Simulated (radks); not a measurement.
Problem. The mean radii <r> (bohr) of the occupied orbitals of an atom or ion are listed with their occupations. Method: Dirac Kohn-Sham, PBE, spin-unpolarised, spherical densities, finite nucleus; Fermi nuclear charge, rms radius of each element as measured or else 0.836 A^(1/3) + 0.57 fm; computed with a radial shooting solver on a logarithmic mesh with Libxc functionals.

orbital      occ.      <r>
1s1/2           2  0.01867
2s1/2           2  0.07835
2p1/2           2  0.06487
2p3/2           4  0.07271
3s1/2           2   0.2043
3p1/2           2   0.1943
3p3/2           4   0.2088
3d3/2           4   0.1829
3d5/2           6   0.1874
4s1/2           2   0.4587
4p1/2           2   0.4644
4p3/2           4   0.4975
4d3/2           4   0.5164
4d5/2           6   0.5279
5s1/2           2    1.101
5p1/2           2    1.219
5p3/2           4    1.324
4f5/2           6   0.6336
4f7/2           8   0.6445
5d3/2         1.2    1.961
5d5/2         1.8    2.022
6f5/2    0.428571    14.29
6f7/2    0.571429    14.30

Name the element and its charge. Open shells, if any, are shared by 2j + 1.

Solution. Z = 73, tantalum, charge +1: Ta+ in [Xe] 4f14 5d3 6f1. The 1s radius gives Z: for a bare nucleus <r> = (2 gamma + 1)/(2Z) with gamma = sqrt(1 - (Z/c)^2), 0.01844 bohr for Z = 73, and screening makes it slightly larger (0.01867 here). The occupations add up to 72, and the charge is Z minus that.
